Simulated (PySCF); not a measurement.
A structure optimised at PBE0-D3(BJ)/def2-SVP, used in a PySCF frequency run:

```xyz
7

Ru    -0.3526    -0.3601     0.0000
O      0.7692    -0.4893     2.8315
C      0.2268    -0.4374     1.8232
O      0.7692    -0.4893    -2.8315
C      0.2268    -0.4374    -1.8232
O      0.1027     2.5541     0.0000
C     -0.0559     1.4150     0.0000
```

Problem. Write its SMILES, formula and point group.

Solution. [O+]#[C-]->[Ru](<-[C-]#[O+])<-[C-]#[O+], C3O3Ru, Cs

Problem. What are its rotational constants (standard atomic weights)?

Solution. 2.7100, 1.3689, 1.0312 GHz
